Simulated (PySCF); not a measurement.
**Working out the ionisation energy of Se⁺**

Se⁺ [Ar] 3d10 4s2 4p3 (4S) → Se²⁺ [Ar] 3d10 4s2 4p2 (3P). Computed with PySCF 2.14 in aug-cc-pVTZ-PP with ECP10MDF (6s5p4d2f, 55 functions), with a scalar-relativistic core potential. Frozen: 3s2 3p6 3d10. Energies in hartree (1 hartree = 27.21139 eV):

| part | Se⁺ (lower) | Se²⁺ (upper) |
| --- | --- | --- |
| UHF | -371.548686 | -370.782754 |
| MP2 opposite-spin | -0.055899 | -0.047926 |
| MP2 same-spin | -0.020107 | -0.009349 |

Q: What does Hartree-Fock give?

A: (-370.782754) − (-371.548686) = 0.765932 hartree = 20.842 eV.

Q: What do MP2 and SCS-MP2 (6/5 opposite-spin, 1/3 same-spin) give?

A: The opposite-spin parts differ by 0.217 eV and the same-spin parts by 0.293 eV. MP2: 20.842 + (0.217) + (0.293) = 21.352 eV. SCS-MP2: 20.842 + 1.2 × (0.217) + (0.293)/3 = 21.200 eV.

Reference: 21.196 ± 0.01 eV (measured; NIST Atomic Spectra Database, ionization energies), between the lowest levels; spin-orbit coupling is absent from the calculation.

What remains against the reference includes basis incompleteness, the frozen core and correlation beyond second order.
